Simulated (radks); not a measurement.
Results of a calculation; reference values are marked as such.
How relativity changes the ionisation of the neodymium ion Nd49+ ([Ne] 3s1) to Nd50+ ([Ne]). Spin-unpolarised spherical Kohn-Sham, PBEsol, point nucleus unless stated (finite: rms radius 4.9123 fm), a radial shooting solver on a logarithmic mesh with Libxc functionals. A level marked "c x" has the speed of light scaled by that factor.

| level | E(Nd49+) (hartree) | E(Nd50+) (hartree) | IE (eV) | HOMO | <r> HOMO (bohr) |
|---|---|---|---|---|---|
| non-rel. | -6836.8511 | -6686.0834 | 4102.6 | 3s | 0.2494 |
| scalar-rel. | -7143.4712 | -6985.2148 | 4306.4 | 3s | 0.2372 |
| scalar-rel., finite nucleus | -7142.9535 | -6984.7048 | 4306.2 | 3s | 0.2372 |
| Dirac | -7148.2325 | -6989.9891 | 4306.0 | 3s1/2 | 0.2366 |
| Dirac, finite nucleus | -7147.7127 | -6989.4771 | 4305.8 | 3s1/2 | 0.2366 |
| Dirac, c x 0.75 | -7443.0124 | -7277.7349 | 4497.4 | 3s1/2 | 0.2257 |
| Dirac, c x 0.85 | -7286.8166 | -7125.2606 | 4396.2 | 3s1/2 | 0.2314 |
| Dirac, c x 1.5 | -6967.5165 | -6813.6067 | 4188.1 | 3s1/2 | 0.2439 |

NIST Atomic Spectra Database: 4302 eV (theoretical). The relativistic part of the total energy of Nd49+ is -310.9 hartree (Dirac, finite nucleus), 4.5 % of the non-relativistic value. Spin polarisation and multiplet splitting of open shells are left out at every level.

Beside tabulated values, note that relativity, absent from the non-relativistic runs, is large for the heavy elements, and spin-unpolarised runs miss the spin-polarisation part of the exchange energy of open shells.
